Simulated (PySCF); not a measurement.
Species: C7H11FO.
Geometry (PBE0-D3(BJ)/def2-SVP, Å), atoms numbered from 1 in this order:
```
atom  x, y, z in Å
O1     2.685   -0.651    0.276
C2     2.077    0.352    0.109
F3     2.497    1.492    0.688
C4     0.849    0.581   -0.732
C5    -0.202    1.423    0.004
C6    -0.865    0.633    1.127
C7    -1.473   -0.665    0.606
C8    -0.431   -1.516   -0.112
C9     0.261   -0.740   -1.230
H10    1.221    1.168   -1.593
H11   -0.966    1.723   -0.733
H12    0.254    2.349    0.383
H13   -1.632    1.253    1.619
H14   -0.115    0.401    1.905
H15   -2.293   -0.421   -0.095
H16   -1.931   -1.234    1.431
H17    0.330   -1.854    0.612
H18   -0.892   -2.429   -0.522
H19   -0.470   -0.504   -2.022
H20    1.050   -1.352   -1.692
```

Method used: TDDFT CAM-B3LYP/def2-SVPD, vertical, gas phase, core orbitals frozen in the response in PySCF 2.14.0, density-fitted response routines.

Ground-to-excited transition dipoles (e·a0, same axes as the geometry; the sign carries no meaning), for the states with f of 0.002 or more among the lowest 8:

```csv
state,E (eV),μx,μy,μz
S2,7.786,0.146,-0.081,-0.024
S3,7.902,0.278,-0.167,0.172
S4,8.306,-0.038,-0.083,0.045
S5,8.517,0.195,0.104,0.176
S6,8.683,-0.156,0.153,-0.063
S7,8.726,-0.158,0.036,-0.179
S8,8.790,-0.015,-0.021,-0.203
```

(1) Work out the oscillator strengths.

(2) Which bond between heavy atoms lies closest to the direction of the S3 transition dipole?

(3) What angle do the transition dipoles of S3 and S5 make?

(4) How is the summed strength of these states shared among x, y and z?

Results:

(1) f = (2/3) ΔE |μ|² with ΔE in hartree (27.2114 eV).

```
state  |μ|² (au)  |μ| (D)      f
   S2      0.028     0.43  0.005
   S3      0.135     0.93  0.026
   S4      0.010     0.26  0.002
   S5      0.080     0.72  0.017
   S6      0.052     0.58  0.011
   S7      0.058     0.61  0.012
   S8      0.042     0.52  0.009
```

(2) C2–C4, at 19° from it; next O1–C2 at 33°.

(3) |cos θ| = |μa·μb| / (|μa| |μb|) = 0.65, so θ ≈ 50° (taken between 0 and 90°, since the signs are arbitrary).

(4) (2/3) Σ ΔE μα² gives 0.038 for x, 0.016 for y and 0.029 for z, 0.083 in all.

All these states lie below the vertical ionisation energy of 11.04 eV (ΔSCF).

One conformer stands for the species.
